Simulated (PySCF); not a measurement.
Ga(H)(Cl)(OMe) (CH4ClGaO), SMILES C[O][GaH][Cl].

The structure is a stationary point at PBE0-D3(BJ)/def2-SVP. The structure was generated by enumeration; whether it is a known compound was not checked. Other conformers were not sampled.

Two levels are set side by side: TDDFT-PBE/def2-SVPD (PySCF) and TDDFT-ωB97X/def2-SVPD (PySCF). Vertical, same geometry. The lowest singlet is HOMO−1→LUMO 100 % with PBE and HOMO−1→LUMO 95 % with the other functional; states are paired by order. Differences are taken from unrounded values.

| quantity | TDDFT-ωB97X | TDDFT-PBE | TDDFT-PBE minus TDDFT-ωB97X |
|---|---|---|---|
| lowest singlet excitation (eV) | 6.25 | 5.10 | -1.16 |
| lowest triplet excitation (TDA) (eV) | 5.89 | 4.50 | -1.39 |
| first bright state (f over 0.05) (eV) | 6.53 | 5.19 | -1.34 |
| its oscillator strength | 0.06 | 0.05 | 0.00 |

Functionals without exact exchange tend to place singlet excitations lower, as here. Differences between two approximate levels are no errors against the true value.

Rough cost on one machine, each run with all the roots and properties that it gave: TDDFT-ωB97X against TDDFT-PBE about 9 times.
